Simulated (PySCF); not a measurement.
## O²⁺ (oxygen, charge +2) across methods

[He] 2s2 2p1 3d1, one real determinant (an excited configuration). All numbers are calculated (PySCF 2.14, the spin-free X2C one-electron Hamiltonian (Gaussian nucleus), in aug-cc-pCVTZ-DK).

```tsv
method	E (hartree)	mean ε 2s β (eV)	mean ε 2p α (eV)	mean ε 3d α (eV)	Σ⟨r²⟩ (bohr²)	⟨S²⟩
BP86	-71.8363	-66.428	-55.378	-11.307	10.51	2.001
PW91	-71.8063	-66.303	-55.490	-11.227	10.51	2.001
PBE	-71.7636	-66.230	-55.322	-11.207	10.52	2.001
PBE0	-71.7636	-68.565	-58.306	-11.788	10.55	2.001
r2SCANh	-71.7849	-67.582	-57.621	-11.330	10.56	2.002
revPBE	-71.8349	-66.273	-55.317	-11.302	10.53	2.001
r2SCAN	-71.7860	-66.726	-56.554	-11.099	10.55	2.002
LDA	-71.2551	-65.950	-55.002	-10.847	10.50	2.000
UHF	-71.62752	-74.137	-66.730	-13.065	10.69	2.002
```

⟨L²⟩ = 8.00 against 12 for a pure F term, so this real determinant mixes terms. The outer electron is Rydberg-like, and this basis confines it to a smaller radius and binds it less than a complete one would.
